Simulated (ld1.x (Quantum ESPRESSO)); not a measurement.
**Sb: variants of one RRKJ potential**

Base potential:

Sb (Z = 51), norm-conserving RRKJ (Kleinman–Bylander form), made with ld1.x (Quantum ESPRESSO) 7.5 (PW91, scalar-relativistic). Core [Kr] 4d10, reference 5s1 5p4. Waves: 5s (bound): rc 2.05 bohr; 5d channel at 0.3 Ry: rc 2.00 bohr; 5p (bound): rc 2.05 bohr. Local part: the p channel. Core correction: Bessel-smoothed model core, default radius (core density twice the valence density). rho0 = 0.001.

Cutoffs, loose and tight: the cutoffs (Ry, on a coarse ladder) from which the occupation-weighted sum of valence levels, in a spherical-Bessel basis at the reference potential, stays within 10 and 1 mRy of its value at 400 Ry. They do not see the model core or the augmentation charge, which bear on the density cutoff. Test errors are all-electron minus pseudo excitation energies from the reference, over the configurations 5s2 5p3; 5s2 5p2; 5s2 5p1; 5s2 5p0; 5s0 5p5; 5s1 5p0; 5s2 5p3.3. A dash means not determined; rows that change the core or the reference have their own tests.

A true bound ghost makes a file unfit for plane-wave use even where its test errors are small: the radial tests pick states by their node count and pass the ghost by.

The default core radius of the base comes out at 1.64 bohr.

| change | outcome | cutoff, loose | cutoff, tight | bound ghosts | largest test error (meV) |
| --- | --- | --- | --- | --- | --- |
| base | generated | 25 Ry | 40 Ry | d | -337 |
| core correction Bessel-smoothed model core inside 1.06 bohr | generated | 25 Ry | 40 Ry | d | -339 |
| core correction Bessel-smoothed model core inside 1.30 bohr | generated | 25 Ry | 40 Ry | d | -339 |
| core correction Bessel-smoothed model core inside 1.70 bohr | generated | 25 Ry | 40 Ry | d | -336 |
| core correction Bessel-smoothed model core inside 2.08 bohr | generated | 25 Ry | 40 Ry | d | -313 |
| core correction Bessel-smoothed model core inside 2.38 bohr | generated | 25 Ry | 40 Ry | d | -299 |
